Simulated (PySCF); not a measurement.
# What a mistake does to a calculation on B2ClH4Si cation

Calculated results; nothing here was measured. The program is PySCF 2.14.0, an open-source quantum chemistry code, run on an isolated molecule that a program drew, which may never have been made. The molecule is B2ClH4Si cation (charge +1, singlet), drawn as the SMILES string `B[Si+](B)Cl`.

Each row is a Hartree-Fock (HF) and frozen-core CCSD(T) single point in the cc-pV(D+d)Z basis, meant for a local HF minimum. Run 1 is clean. Each other run has one planted mistake out of seven kinds, and not every kind appears here: one electron removed, one electron added, multiplicity raised by two, geometry at a saddle point, minimal basis STO-3G, one bond length entered in bohr, all coordinates scaled. The reference is restricted for singlets and unrestricted otherwise, and also for a bond in bohr. Adding or removing an electron swaps singlet and doublet. Electrons count all cores. HOMO and LUMO are orbital energies over both spins, the gradient is its largest component, and the lowest frequency (negative if imaginary) is given only where the gradient is small. Bond lengths are over the 7 bonds as drawn. T1 is the CCSD diagnostic: over 0.02 (restricted) or 0.045 (unrestricted) a single reference is doubtful.

Geometry of the clean run:
```xyz
8
B2ClH4Si cation, angstrom
B    -0.3899    1.0626   -2.3247
Si   -0.1459    0.3539   -0.4285
B    -0.4971   -1.4729    0.4065
Cl    0.5722    1.7032    0.8523
H     0.5238    0.9667   -3.0806
H    -1.4334    1.5589   -2.6076
H     0.3869   -2.2692    0.4048
H    -1.5703   -1.6764    0.8779
```

| run | electrons | basis functions | <S^2> | HOMO (eV) | LUMO (eV) | gradient (hartree/bohr) | lowest frequency (cm^-1) | mean bond (Å) | longest bond (Å) | T1 | HF (hartree) | CCSD(T) (hartree) | mistake |
|---|---|---|---|---|---|---|---|---|---|---|---|---|---|
| 1 | 44 | 94 | 0.000 | -16.48 | -4.96 | 2.1e-05 | 146 | 1.5473 | 2.039 | 0.0144 | -799.84743 | -800.28115 | no fault |
| 2 | 43 | 94 | 0.800 | -23.67 | -14.52 | 6.1e-02 | - | 1.5473 | 2.039 | 0.0297 | -799.27671 | -799.70139 | one electron removed |
| 3 | 44 | 94 | 1.029 | -15.29 | -5.86 | 3.5e-03 | - | 1.8007 | 3.768 | 0.0189 | -799.73489 | -800.13864 | one bond length entered in bohr |
| 4 | 44 | 32 | 0.000 | -15.58 | -2.65 | 2.8e-02 | - | 1.5473 | 2.039 | 0.0136 | -791.04473 | -791.18663 | minimal basis STO-3G |
| 5 | 44 | 94 | 2.032 | -13.04 | -7.98 | 3.2e-02 | - | 1.5473 | 2.039 | 0.0498 | -799.70879 | -800.15529 | multiplicity raised by two |
| 6 | 44 | 94 | 0.000 | -16.63 | -4.90 | 2.7e-02 | - | 1.4931 | 1.968 | 0.0135 | -799.83859 | -800.26991 | ? |

**Which mistake was planted in run 6, and what did it cost?**

The mean and the longest bond both change by the same factor, 0.965, and the gradient is no longer small. So the mistake is: all coordinates scaled. Subtracting run 1 and multiplying by 627.51 kcal/mol a hartree, the energy moved by 5.5 kcal/mol in HF and 7.1 kcal/mol in CCSD(T).

Cautions from the logs. Run 5: T1 is over the limit, so its CCSD(T) energy is less reliable.
